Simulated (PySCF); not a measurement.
Towards the basis-set limit for HfH

State: ²Δ, doublet, unpaired electrons δ ↑. De refers to Hf (5d2 6s2) + H. ROHF-based CCSD(T) in PySCF 2.14 with Hf cc-pVTZ-PP with ECP60, H cc-pVTZ and Hf cc-pVQZ-PP with ECP60, H cc-pVQZ (frozen core orbitals: 4; scalar-relativistic core potentials). Correlation energies are extrapolated as n⁻³ (n = 3, 4), Hartree–Fock as (n+1)·exp(−9√n). CV is the change on freezing 0 orbitals instead, in Hf cc-pwCVTZ-PP with ECP60, H cc-pVTZ.

```tsv
Level	Re (Å)	ωe (cm⁻¹)	ωexe (cm⁻¹)	αe (cm⁻¹)	De (eV)
CCSD(T)/TZ	1.8574	1659.1	21.5	0.100	2.877
CCSD(T)/QZ	1.8528	1661.0	22.6	0.108	2.914
HF/CBS	1.8501	1678.3	20.9	0.102	1.954
MP2/CBS	1.8330	1710.4	21.5	0.105	2.706
CCSD/CBS	1.8521	1661.6	22.3	0.108	2.918
CCSD(T)/CBS	1.8523	1658.4	22.6	0.108	2.934
CCSD(T)/CBS+CV	1.8295	1683.1	23.7	0.113	2.844
```

Q: How much is left between CCSD(T)/QZ and the basis-set limit, and how much do the triples give at the limit?

A: CCSD(T)/CBS less CCSD(T)/QZ: -0.5 mÅ in Re, -2.6 cm⁻¹ in ωe and +0.020 eV in De. CCSD(T)/CBS less CCSD/CBS: +0.2 mÅ in Re, -3.2 cm⁻¹ in ωe and +0.016 eV in De.

Q: What do the later terms add?

A: CV: -22.8 mÅ in Re, +24.7 cm⁻¹ in ωe and -0.090 eV in De, each against the row above.

The T1 diagnostic is 0.038, large enough to doubt a single reference. The state was picked by a PBE0 search and need not be the measured ground state. Spin–orbit coupling, excitations beyond (T) and corrections to the Born–Oppenheimer picture are left out, and spin–orbit coupling matters for open p, d or f shells this heavy.

The whole job (state search and all basis sets along the bond) took about 21 min on 4 threads of Arm Neoverse V1 (shared host), peak memory 14 GiB.
